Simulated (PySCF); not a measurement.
Does the answer move with the share of exact exchange?

C2H6OSi2.
SMILES: `C#C[SiH2][SiH2]O`

Torsions of this conformer, `[CH:1]#[C:2][SiH2:3][SiH2:4][OH:5]`: C2–Si3–Si4–O5 34°, H–O5–Si4–Si3 -35°.

PySCF, pcSseg-2 basis, density fitting, gas phase, PBE0-D3(BJ)/def2-SVP geometry. One functional is left out:

```csv
functional,exact exchange (%),HOMO energy (eV),LUMO energy (eV),dipole moment (D)
B97-D,0,-6.62,-1.46,1.203
BLYP,0,-6.51,-1.44,1.206
BP86,0,-6.73,-1.67,1.192
LDA,0,-6.74,-1.83,1.208
OPBE,0,-6.61,-1.50,1.165
PBE,0,-6.63,-1.62,1.191
B3LYP,20,-7.60,-0.92,1.269
B97-2,21,-7.56,-0.75,1.259
mPW1PW91,25,-7.82,-0.75,1.272
BHandHLYP,50,-8.84,0.18,1.348
```

Predict the row of PBE0 (25 % exact exchange) by straight lines through the other rows, and check it.

| property | line | computed | computed − line | mPW1PW91 (25 %), for comparison |
| --- | --- | --- | --- | --- |
| HOMO energy (eV) | -7.76 | -7.79 | -0.03 | -7.82 |
| LUMO energy (eV) | -0.70 | -0.75 | -0.05 | -0.75 |
| dipole moment (D) | 1.273 | 1.268 | -0.005 | 1.272 |

Which of these properties follows the share of exact exchange most closely, and which least?

Most closely the HOMO energy, least the dipole moment; the correlations over the tabulated rows are HOMO energy -0.996, LUMO energy 0.981, dipole moment 0.973. The HOMO energy moves by -0.447 eV for every 10 %. Functionals with the same share still differ in their other parts: at 0 % BLYP and LDA differ by 0.23 eV in it.
